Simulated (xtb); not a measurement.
xtb input (GFN2-xTB):

```bash
xtb mol.xyz --gfn 2 --sp --chrg 0 --uhf 0
```
mol.xyz:
```
3

Sr     0.21449557    -0.11091325    -0.16384596
F     -0.68239543     1.67362700    -0.92907557
F     -0.22325252    -1.20532662     1.62086962
```

End of the output:

```
         :::::::::::::::::::::::::::::::::::::::::::::::::::::
         ::                     SUMMARY                     ::
         :::::::::::::::::::::::::::::::::::::::::::::::::::::
         :: total energy             -10.035430585231 Eh    ::
         :: gradient norm              0.018160536350 Eh/a0 ::
         :: HOMO-LUMO gap              1.548937989269 eV    ::
         ::.................................................::
         :: SCC energy               -10.038530462880 Eh    ::
         :: -> isotropic ES            0.113407928914 Eh    ::
         :: -> anisotropic ES          0.007411743686 Eh    ::
         :: -> anisotropic XC         -0.000493370964 Eh    ::
         :: -> dispersion             -0.000852139065 Eh    ::
         :: repulsion energy           0.003099877649 Eh    ::
         :: add. restraining           0.000000000000 Eh    ::
         :: total charge               0.000000000000 e     ::
         :::::::::::::::::::::::::::::::::::::::::::::::::::::

           -------------------------------------------------
          |                Property Printout                |
           -------------------------------------------------

    * Orbital Energies and Occupations

         #    Occupation            Energy/Eh            Energy/eV
      -------------------------------------------------------------
         1        2.0000           -0.7783744             -21.1806
         2        2.0000           -0.7742564             -21.0686
         3        2.0000           -0.4949755             -13.4690
         4        2.0000           -0.4770912             -12.9823
         5        2.0000           -0.4758240             -12.9478
         6        2.0000           -0.4722486             -12.8505
         7        2.0000           -0.4714056             -12.8276
         8        2.0000           -0.4701971             -12.7947 (HOMO)
         9                         -0.4132747             -11.2458 (LUMO)
        10                         -0.2457564              -6.6874
        11                         -0.1943672              -5.2890
        12                         -0.0700638              -1.9065
        13                          0.0007496               0.0204
        14                          0.0053364               0.1452
        15                          0.0360862               0.9820
        16                          0.3009902               8.1904
        17                          0.3332017               9.0669
      -------------------------------------------------------------
                  HL-Gap            0.0569224 Eh            1.5489 eV
             Fermi-level           -0.4415774 Eh          -12.0159 eV

     #   Z          covCN         q      C6AA      α(0)
     1  38 Sr       1.200     0.673   850.097   106.258
     2   9 F        0.600    -0.336    12.792     4.218
     3   9 F        0.600    -0.336    12.792     4.218

 Mol. C6AA /au·bohr⁶  :       1190.514149
 Mol. C8AA /au·bohr⁸  :     210729.245844
 Mol. α(0) /au        :        114.694612

Wiberg/Mayer (AO) data.
largest (>0.10) Wiberg bond orders for each atom

 ---------------------------------------------------------------------------
     #   Z sym  total        # sym  WBO       # sym  WBO       # sym  WBO
 ---------------------------------------------------------------------------
     1  38 Sr   2.003 --     2 F    1.001     3 F    1.001
     2   9 F    1.128 --     1 Sr   1.001     3 F    0.127
     3   9 F    1.128 --     1 Sr   1.001     2 F    0.127
 ---------------------------------------------------------------------------

Topologies differ in total number of bonds
Writing topology from bond orders to xtbtopo.mol

molecular dipole:
                 x           y           z       tot (Debye)
 q only:        0.849      -0.439      -0.648
   full:        1.312      -0.679      -1.003       4.538
molecular quadrupole (traceless):
                xx          xy          yy          xz          yz          zz
 q only:        4.097       1.488      -2.763      -0.617       6.390      -1.334
  q+dip:        4.890       1.483      -3.338      -1.051       7.536      -1.552
   full:        6.341       2.411      -4.261      -0.838       9.923      -2.080

Note: The following floating-point exceptions are signalling: IEEE_UNDERFLOW_FLAG IEEE_DENORMAL
normal termination of xtb

           -------------------------------------------------
          | TOTAL ENERGY              -10.035430585231 Eh   |
          | GRADIENT NORM               0.018160536350 Eh/α |
          | HOMO-LUMO GAP               1.548937989269 eV   |
           -------------------------------------------------

------------------------------------------------------------------------
------------------------------------------------------------------------
 total:
 SCF:
```
